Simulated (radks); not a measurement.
Removal energies from the titanium ion Ti8+, [Ne] 3s2 3p2, by Delta-SCF beside the eigenvalue of the level emptied. Calculated with a radial shooting solver on a logarithmic mesh with Libxc functionals: scalar-relativistic Kohn-Sham, BLYP, spin-polarised, spherical densities, finite nucleus; Fermi nuclear charge, rms radius of each element as measured or else 0.836 A^(1/3) + 0.57 fm. Open shells are filled with parallel spins first.

removed from   final configuration  Delta-SCF (eV)  -eigenvalue (eV)
3p                    [Ne] 3s2 3p1          192.52            180.69
3s                    [Ne] 3s1 3p2          212.28            201.20
2p            [He] 2s2 2p5 3s2 3p2          647.20            613.66
2s            [He] 2s1 2p6 3s2 3p2          734.95            705.21
